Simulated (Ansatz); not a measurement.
Ansatz (a first-principles code) input (B3LYP-D3(BJ)/def2-TZVP):

Ansatz 0.2 input:
```yaml
crystal:
  periodic: [false, false, false]
  atoms:
    - {symbol: Ga, position_ang: [1.06284164, -0.19159123, -0.35720940]}
    - {symbol: Br, position_ang: [-0.61806743, 1.64249970, -1.11577861]}
    - {symbol: Br, position_ang: [-0.32330659, -1.47280461, 1.43216408]}
basis:
  gaussian:
    orbitals: def2-TZVP
hamiltonian:
  xc: b3lyp
  dispersion: d3bj
total_charge: -1
phonons: {temperatures: {t_min: 298.15, t_max: 298.15, t_step: 100}}
```

Output:

```
Functional definition: B3LYP
integrals: 0.11 GiB planned
1019 factors; integrals over basis functions are off by at most 2.9e-4 eV
mean field: 0.88 GiB planned
mean field evaluation 1: about -192478.4016 eV, gradient 2.7e1 eV
mean field evaluation 2: about -192478.0580 eV, gradient 3.3e1 eV
mean field evaluation 4: about -192479.0464 eV, gradient 4.6e-1 eV
mean field evaluation 8: about -192479.0605 eV, gradient 3.7e-2 eV
mean field evaluation 16: about -192479.0605 eV, gradient 1.7e-5 eV
mean field -192479.06053326 eV, -7073.4750076040 hartree, gradient 1.7e-5 eV, S^2 0.000000; 0 other end points of the search recorded, 0 dependent functions left out
the calculation of the forces begins
reference -192479.06073031 eV, -7073.4750148456 hartree; 51, 51 occupied and 93, 93 virtual orbitals, 1019 factors
these checks for a lower state are left out or cut short: stability, starts, cluster_reference, orbital_swaps, neighbouring_geometries, increment
integrals: 0.11 GiB planned
1019 factors; integrals over basis functions are off by at most 2.9e-4 eV
mean field: 0.88 GiB planned
mean field -192479.06052416 eV, -7073.4750072696 hartree, gradient 8.8e-7 eV, S^2 0.000000; 0 other end points of the search recorded, 0 dependent functions left out
the calculation of the forces begins
reference -192479.06072123 eV, -7073.4750145119 hartree; 51, 51 occupied and 93, 93 virtual orbitals, 1019 factors
these checks for a lower state are left out or cut short: stability, starts, cluster_reference, orbital_swaps, neighbouring_geometries, increment
integrals: 0.11 GiB planned
1019 factors; integrals over basis functions are off by at most 2.9e-4 eV
mean field: 0.88 GiB planned
mean field -192479.06052340 eV, -7073.4750072420 hartree, gradient 2.0e-6 eV, S^2 0.000000; 0 other end points of the search recorded, 0 dependent functions left out
the calculation of the forces begins
reference -192479.06072043 eV, -7073.4750144827 hartree; 51, 51 occupied and 93, 93 virtual orbitals, 1019 factors
these checks for a lower state are left out or cut short: stability, starts, cluster_reference, orbital_swaps, neighbouring_geometries, increment
integrals: 0.11 GiB planned
1019 factors; integrals over basis functions are off by at most 2.9e-4 eV
mean field: 0.88 GiB planned
mean field evaluation 32: about -192479.0473 eV, gradient 1.7e-1 eV
mean field -192479.06061454 eV, -7073.4750105911 hartree, gradient 2.2e-6 eV, S^2 0.000000; 0 other end points of the search recorded, 0 dependent functions left out
the calculation of the forces begins
reference -192479.06081160 eV, -7073.4750178330 hartree; 51, 51 occupied and 93, 93 virtual orbitals, 1019 factors
these checks for a lower state are left out or cut short: stability, starts, cluster_reference, orbital_swaps, neighbouring_geometries, increment
integrals: 0.11 GiB planned
1019 factors; integrals over basis functions are off by at most 2.9e-4 eV
mean field: 0.88 GiB planned
mean field -192479.06043861 eV, -7073.4750041258 hartree, gradient 2.0e-6 eV, S^2 0.000000; 0 other end points of the search recorded, 0 dependent functions left out
the calculation of the forces begins
reference -192479.06063565 eV, -7073.4750113670 hartree; 51, 51 occupied and 93, 93 virtual orbitals, 1019 factors
these checks for a lower state are left out or cut short: stability, starts, cluster_reference, orbital_swaps, neighbouring_geometries, increment
integrals: 0.11 GiB planned
1019 factors; integrals over basis functions are off by at most 2.9e-4 eV
mean field: 0.88 GiB planned
mean field -192479.06052473 eV, -7073.4750072909 hartree, gradient 1.3e-6 eV, S^2 0.000000; 0 other end points of the search recorded, 0 dependent functions left out
the calculation of the forces begins
reference -192479.06072177 eV, -7073.4750145319 hartree; 51, 51 occupied and 93, 93 virtual orbitals, 1019 factors
these checks for a lower state are left out or cut short: stability, starts, cluster_reference, orbital_swaps, neighbouring_geometries, increment
integrals: 0.11 GiB planned
1019 factors; integrals over basis functions are off by at most 2.9e-4 eV
mean field: 0.88 GiB planned
mean field -192479.06053490 eV, -7073.4750076644 hartree, gradient 1.7e-6 eV, S^2 0.000000; 0 other end points of the search recorded, 0 dependent functions left out
the calculation of the forces begins
reference -192479.06073196 eV, -7073.4750149064 hartree; 51, 51 occupied and 93, 93 virtual orbitals, 1019 factors
Total energy: -192479.23763350 eV, -7073.4815159179 hartree
Atom 0 at     1.062842    -0.191591    -0.357209 Å, force     0.000950    -0.000171    -0.000319 eV/Å
Atom 1 at    -0.618067     1.642500    -1.115779 Å, force    -0.000522     0.000585    -0.000249 eV/Å
Atom 2 at    -0.323307    -1.472805     1.432164 Å, force    -0.000428    -0.000414     0.000568 eV/Å
Dipole moment:     0.347133    -0.062575    -0.116667 e Å
Vibrations: 61.84 163.69 186.13 cm⁻¹, zero-point energy 0.025520 eV
```
